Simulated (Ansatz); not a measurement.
Gas-phase electronic energies from Ansatz, PBE0-D4/def2-TZVP geometries. CBS: MP2 limit from def2 TZ/QZ plus the TZ coupled-cluster correction, frozen cores. This one scheme is used for every species. Functionals use def2-TZVPP. For Br, Ga outer-core shells are correlated without core-valence functions, which leaves a few kJ/mol of doubt a bond. Scalar relativity is left out up to krypton. One conformer a species, not always the lowest.

Consider the cleavage of the Ga–Si bond: `O[SiH2][GaH][Br]` + CH₃OH → `C[O][GaH][Br]` + `O[SiH3]`.

CCSD(T)/CBS gives -52.7 kJ/mol.

(1) Another level gave -51.8 kJ/mol. Which?
A. LDA (SPW92)/def2-TZVPP
B. CAM-B3LYP-D4/def2-TZVPP
C. revPBE-D4/def2-TZVPP
D. r2SCAN/def2-TZVPP

Largest T1 diagnostic among the species: 0.012.

Results:

(1) D. r2SCAN -51.8, revPBE-D4 -38.9, LDA (SPW92) -43.3, CAM-B3LYP-D4 -55.8 kJ/mol.

From BLYP to BHLYP (50 % exact exchange), in def2-TZVPP and without D4, ΔE moves by −4.3 kJ/mol. Leaving LDA and LC-ωPBE aside and taking each functional with its dispersion term where it has one, the values, not all of them listed here, spread over 20.2 kJ/mol, from B2PLYP to PBE-D4. LDA lies −5.8 kJ/mol from PBE without D4. At CCSD(T), def2-SVP lies −18.4 kJ/mol from the extrapolated value and def2-TZVPP −5.0 kJ/mol.

CCSD(T)/CBS has its own doubt, a few kJ/mol and more with outer-core shells, so smaller differences from it don't rank the levels.
